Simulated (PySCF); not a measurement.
Structure problem from calculated spectra and properties.

Formula: C4H5F3NO; charge +1.

* UV, strongest line: among the 6 lowest singlet transitions: S2 at 6.62 eV (187 nm, f = 0.039) [TDDFT PBE0/def2-SVPD]
* UV, first state: lowest singlet excitation: 6.00 eV (207 nm, f = 0.000) [TDDFT PBE0/def2-SVPD]
* Polarisability: 59.6 au [PBE0/def2-SVPD]
* 13C NMR: chemical shifts (computed TMS as zero) by class: 129.5 (1 C), 128.4 (1 C), 70.5 (1 C), -1.2 (1 C) ppm [GIAO PBE0/pcSseg-1]
* NMR, other nuclei: isotropic shieldings of nuclei other than C and H, by class: 99 (1 N), 214 (1 O), 248 (3 F) ppm [GIAO PBE0/pcSseg-1]
* 1H NMR: chemical shifts (computed TMS as zero) by class: 6.11 (2 H), 3.65 (3 H) ppm [GIAO PBE0/pcSseg-1]
* Triplet: lowest triplet excitation (Tamm–Dancoff): 5.76 eV [TDA PBE0/def2-SVPD]
* Rotational structure: rotational constants A, B, C: 4.366, 0.679, 0.660 GHz [GFN2-xTB]

Electronic properties: PySCF, gas phase, density fitting. Levels stand in brackets. NMR shifts are as computed; neighbouring signals can stand in another order in a measured spectrum. The structure is a single GFN2-xTB conformer in the gas phase; no vibrational or solvent corrections. Each NMR value is the plain mean over a class of atoms that symmetry, rotation or inversion makes alike.

Task: Give a SMILES that accounts for the data.

Result: Numbering: `[CH3:1][C:2]#[N+:3][CH2:4][O:5][C:6]([F:7])([F:8])[F:9]`. 4 carbons fall into 4 classes; from least to most shielded: triply bonded carbon [C2] (129.5 ppm), CF3 carbon [C6] (128.4 ppm), sp3 carbon bound to oxygen [C4] (70.5 ppm), methyl carbon [C1] (-1.2 ppm). Hydrogen classes from least to most shielded: 2 H on an sp3 carbon bound to oxygen, C4 (6.11 ppm), 3 H on a methyl carbon, C1 (3.65 ppm). The other shieldings belong to: 99 ppm, nitrogen bonded to 2 C [N3]; 214 ppm, ether oxygen [O5]; 248 ppm, fluorine of a CF3 group [F7/F8/F9]. S1 is mainly HOMO→LUMO (weight 0.97); the largest Löwdin shares of the orbital it empties are 0.58 on the ether oxygen, 0.12 on the sp3 carbon bound to oxygen and 0.06 on each of 2 atoms of one kind (fluorine of a CF3 group), of the orbital it fills 0.38 on the triply bonded carbon, 0.31 on the nitrogen bonded to 2 C, 0.11 on the methyl carbon and 0.05 on a methyl hydrogen. By its constants the optimised geometry is an asymmetric top. Structure: `FC(OC[N+]#CC)(F)F`. The assignments are read from this structure; whether some other isomer fits the data as well wasn't checked.

Conformer computed: `[CH3:1][C:2]#[N+:3][CH2:4][O:5][C:6]([F:7])([F:8])[F:9]`: N3–C4–O5–C6 179°, C4–O5–C6–F7 -60°.
